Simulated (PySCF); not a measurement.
Cl₅Nb, charge -1, doublet, geometry from GFN2-xTB (such geometries of metal compounds can be far from the true shape) (the multiplicity is a formal guess) (core potentials on Nb); DF-B3LYP/def2-SVP run with PySCF.

Here is a job for PySCF.
```python
from pyscf import gto, scf, dft

mol = gto.Mole()
mol.atom = '''
    Nb   -0.086054    0.018265    0.056237
    Cl    1.860399   -0.394879   -1.215788
    Cl    0.978582   -1.026299    2.000430
    Cl   -1.129222    1.058273   -1.901985
    Cl   -1.533659   -1.726720   -0.093998
    Cl    0.031444    2.045572    1.075710
'''
mol.basis = 'def2-svp'
mol.ecp = {'Nb': 'def2-svp'}
mol.charge = -1
mol.spin = 1
mol.verbose = 4
mol.build()

mf = dft.UKS(mol)
mf.xc = 'b3lyp'
mf.diis = False
mf.max_cycle = 100
mf = mf.density_fit(auxbasis='def2-universal-jkfit')
mf.kernel()
mf.analyze()
```

### Question
Write the output that PySCF gives for this input, abridged.

### Answer

```
PySCF version 2.14.0

[INPUT] verbose = 4
[INPUT] num. atoms = 6
[INPUT] num. electrons = 99
[INPUT] charge = -1
[INPUT] spin (= nelec alpha-beta = 2S) = 1
[INPUT] symmetry False subgroup None
[INPUT] Mole.unit = angstrom
[INPUT] Symbol           X                Y                Z      unit          X                Y                Z       unit  Magmom
[...]
nuclear repulsion = 668.290517459259
number of shells = 51
number of NR pGTOs = 237
number of NR cGTOs = 121
basis = def2-svp
ecp = {'Nb': 'def2-svp'}

******** <class 'pyscf.df.df_jk.DFUKS'> ********
method = DFUKS
initial guess = minao
damping factor = 0
level_shift factor = 0
DIIS disabled
SCF conv_tol = 1e-09
SCF conv_tol_grad = None
SCF max_cycles = 100
direct_scf = False
number electrons alpha = 50  beta = 49
XC library pyscf.dft.libxc version 7.1.2
    S. Lehtola, C. Steigemann, M. J. T. Oliveira, and M. A. L. Marques,  SoftwareX 7, 1–5 (2018)
XC functionals = b3lyp
    P. J. Stephens, F. J. Devlin, C. F. Chabalowski, and M. J. Frisch,  J. Phys. Chem. 98, 11623 (1994)
radial grids:
    Treutler-Ahlrichs [JCP 102, 346 (1995); DOI:10.1063/1.469408] (M4) radial grids

becke partition: Becke, JCP 88, 2547 (1988); DOI:10.1063/1.454033
pruning grids: <function nwchem_prune>
grids dens level: 3
symmetrized grids: False
atomic radii adjust function: <function treutler_atomic_radii_adjust>
small_rho_cutoff = 0
Set gradient conv threshold to 3.16228e-05
tot grids = 116840
******** <class 'pyscf.df.df.DF'> ********
auxbasis = def2-universal-jkfit
init E= -2350.81676413584

cycle= 1 E= -2353.08120747312  delta_E= -2.26  |g|= 2.89  |ddm|= 3.67

cycle= 2 E= -2328.58672267316  delta_E= 24.5  |g|= 4.42  |ddm|= 15.1

cycle= 3 E= -2238.93493376544  delta_E= 89.7  |g|= 7.93  |ddm|= 34.6

cycle= 4 E= -2282.54167804191  delta_E= -43.6  |g|= 6.15  |ddm|= 38.4
cycle= 5 E= -2229.20898072152  delta_E= 53.3  |g|= 7.14  |ddm|= 46.9
cycle= 6 E= -2278.5186664297  delta_E= -49.3  |g|=  5.8  |ddm|= 50.5

cycle= 7 E= -2228.92482233537  delta_E= 49.6  |g|=  7.2  |ddm|= 47.6

cycle= 8 E= -2245.40237360739  delta_E= -16.5  |g|= 6.14  |ddm|= 45.2
cycle= 9 E= -2243.19959200264  delta_E=  2.2  |g|= 7.28  |ddm|=   35

cycle= 10 E= -2212.79379052474  delta_E= 30.4  |g|= 6.44  |ddm|= 32.8

cycle= 11 E= -2133.91753352384  delta_E= 78.9  |g|= 8.35  |ddm|= 30.7

cycle= 12 E= -1953.18745210187  delta_E=  181  |g|= 7.53  |ddm|= 45.4

cycle= 13 E= -1810.08719871685  delta_E=  143  |g|= 8.35  |ddm|= 55.9

cycle= 14 E= -1821.93029646408  delta_E= -11.8  |g|= 4.81  |ddm|= 52.4

cycle= 15 E= -1694.89669717893  delta_E=  127  |g|=  6.5  |ddm|= 59.9

cycle= 16 E= -1821.51415160517  delta_E= -127  |g|= 4.66  |ddm|= 60.1

cycle= 17 E= -1694.90380986731  delta_E=  127  |g|= 6.49  |ddm|= 60.1

cycle= 18 E= -1821.51473093357  delta_E= -127  |g|= 4.66  |ddm|= 60.1

cycle= 19 E= -1694.90387808377  delta_E=  127  |g|= 6.49  |ddm|= 60.1

cycle= 20 E= -1821.51472885399  delta_E= -127  |g|= 4.66  |ddm|= 60.1

cycle= 21 E= -1694.90387864109  delta_E=  127  |g|= 6.49  |ddm|= 60.1

cycle= 22 E= -1821.51472919922  delta_E= -127  |g|= 4.66  |ddm|= 60.1

cycle= 23 E= -1694.9038785718  delta_E=  127  |g|= 6.49  |ddm|= 60.1

cycle= 24 E= -1821.51472932934  delta_E= -127  |g|= 4.66  |ddm|= 60.1

cycle= 25 E= -1694.90387857744  delta_E=  127  |g|= 6.49  |ddm|= 60.1

cycle= 26 E= -1821.51472937546  delta_E= -127  |g|= 4.66  |ddm|= 60.1

cycle= 27 E= -1694.90387859576  delta_E=  127  |g|= 6.49  |ddm|= 60.1

cycle= 28 E= -1821.51472939308  delta_E= -127  |g|= 4.66  |ddm|= 60.1

cycle= 29 E= -1694.90387861034  delta_E=  127  |g|= 6.49  |ddm|= 60.1

cycle= 30 E= -1821.51472940044  delta_E= -127  |g|= 4.66  |ddm|= 60.1

cycle= 31 E= -1694.9038786197  delta_E=  127  |g|= 6.49  |ddm|= 60.1

cycle= 32 E= -1821.51472940378  delta_E= -127  |g|= 4.66  |ddm|= 60.1

cycle= 33 E= -1694.90387862521  delta_E=  127  |g|= 6.49  |ddm|= 60.1

cycle= 34 E= -1821.51472940539  delta_E= -127  |g|= 4.66  |ddm|= 60.1

[...]
SCF not converged.
Total Energy =                       -1821.514729407190316
[...]
spin_pop of  0 Nb 4dz^2     0.00048
spin_pop of  0 Nb 4dxz      0.00005
spin_pop of  0 Nb 4dx2-y2    0.00101
spin_pop of  0 Nb 5dxy      0.00275
spin_pop of  0 Nb 5dyz      0.00186
spin_pop of  0 Nb 5dz^2     0.00118
spin_pop of  0 Nb 5dxz      0.00028
spin_pop of  0 Nb 5dx2-y2    0.00223
spin_pop of  0 Nb 4f-3      0.00001
spin_pop of  0 Nb 4f-2      0.00000
spin_pop of  0 Nb 4f-1      0.00000
spin_pop of  0 Nb 4f+0      0.00000
spin_pop of  0 Nb 4f+1      0.00000
spin_pop of  0 Nb 4f+2      0.00000
spin_pop of  0 Nb 4f+3      0.00000
spin_pop of  1 Cl 1s        0.00000
spin_pop of  1 Cl 2s        0.00000
spin_pop of  1 Cl 3s        0.00528
spin_pop of  1 Cl 4s        0.01867
spin_pop of  1 Cl 2px       0.00000
spin_pop of  1 Cl 2py       0.00000
spin_pop of  1 Cl 2pz       0.00000
spin_pop of  1 Cl 3px       0.00307
spin_pop of  1 Cl 3py       0.00010
spin_pop of  1 Cl 3pz       0.00133
spin_pop of  1 Cl 4px       0.00642
spin_pop of  1 Cl 4py       0.00018
spin_pop of  1 Cl 4pz       0.00278
spin_pop of  1 Cl 3dxy      0.00001
spin_pop of  1 Cl 3dyz      0.00000
spin_pop of  1 Cl 3dz^2     0.00000
spin_pop of  1 Cl 3dxz      0.00006
spin_pop of  1 Cl 3dx2-y2    0.00004
spin_pop of  2 Cl 1s        0.00000
spin_pop of  2 Cl 2s        0.00001
spin_pop of  2 Cl 3s        0.04691
spin_pop of  2 Cl 4s        0.17659
spin_pop of  2 Cl 2px       0.00006
spin_pop of  2 Cl 2py       0.00001
spin_pop of  2 Cl 2pz       0.00000
spin_pop of  2 Cl 3px       0.08020
spin_pop of  2 Cl 3py       0.01120
spin_pop of  2 Cl 3pz       0.00121
spin_pop of  2 Cl 4px       0.10727
spin_pop of  2 Cl 4py       0.01515
spin_pop of  2 Cl 4pz       0.00145
spin_pop of  2 Cl 3dxy      0.00362
spin_pop of  2 Cl 3dyz      0.00001
spin_pop of  2 Cl 3dz^2     0.00064
spin_pop of  2 Cl 3dxz      0.00106
spin_pop of  2 Cl 3dx2-y2    0.00507
spin_pop of  3 Cl 1s        0.00000
spin_pop of  3 Cl 2s        0.00001
spin_pop of  3 Cl 3s        0.04713
spin_pop of  3 Cl 4s        0.17674
spin_pop of  3 Cl 2px       0.00002
spin_pop of  3 Cl 2py       0.00000
spin_pop of  3 Cl 2pz       0.00005
spin_pop of  3 Cl 3px       0.02741
spin_pop of  3 Cl 3py       0.00006
spin_pop of  3 Cl 3pz       0.06553
spin_pop of  3 Cl 4px       0.03624
spin_pop of  3 Cl 4py       0.00023
spin_pop of  3 Cl 4pz       0.08948
spin_pop of  3 Cl 3dxy      0.00027
spin_pop of  3 Cl 3dyz      0.00011
spin_pop of  3 Cl 3dz^2     0.00263
spin_pop of  3 Cl 3dxz      0.00576
spin_pop of  3 Cl 3dx2-y2    0.00181
spin_pop of  4 Cl 1s       -0.00000
spin_pop of  4 Cl 2s        0.00000
spin_pop of  4 Cl 3s        0.00056
spin_pop of  4 Cl 4s        0.00077
spin_pop of  4 Cl 2px       0.00000
spin_pop of  4 Cl 2py       0.00000
spin_pop of  4 Cl 2pz       0.00000
spin_pop of  4 Cl 3px       0.00004
spin_pop of  4 Cl 3py       0.00005
spin_pop of  4 Cl 3pz       0.00000
spin_pop of  4 Cl 4px       0.00006
spin_pop of  4 Cl 4py       0.00005
spin_pop of  4 Cl 4pz       0.00000
spin_pop of  4 Cl 3dxy      0.00000
spin_pop of  4 Cl 3dyz      0.00000
spin_pop of  4 Cl 3dz^2     0.00000
spin_pop of  4 Cl 3dxz      0.00000
spin_pop of  4 Cl 3dx2-y2    0.00000
spin_pop of  5 Cl 1s       -0.00000
spin_pop of  5 Cl 2s        0.00000
spin_pop of  5 Cl 3s        0.00069
spin_pop of  5 Cl 4s        0.00102
spin_pop of  5 Cl 2px       0.00000
spin_pop of  5 Cl 2py       0.00000
spin_pop of  5 Cl 2pz       0.00000
spin_pop of  5 Cl 3px       0.00001
spin_pop of  5 Cl 3py       0.00014
spin_pop of  5 Cl 3pz       0.00003
spin_pop of  5 Cl 4px       0.00002
spin_pop of  5 Cl 4py       0.00013
spin_pop of  5 Cl 4pz       0.00004
spin_pop of  5 Cl 3dxy      0.00000
spin_pop of  5 Cl 3dyz      0.00001
spin_pop of  5 Cl 3dz^2     0.00000
spin_pop of  5 Cl 3dxz      0.00001
spin_pop of  5 Cl 3dx2-y2    0.00001
In total            50.00000 | 49.00000

WARN: System has nonzero charge -1; the dipole moment is origin-dependent.
Location of origin: [0. 0. 0.]

Dipole moment(X, Y, Z, Debye): -289.11160, 61.36653, 188.93255
```

The run did not converge; its last values are not results.
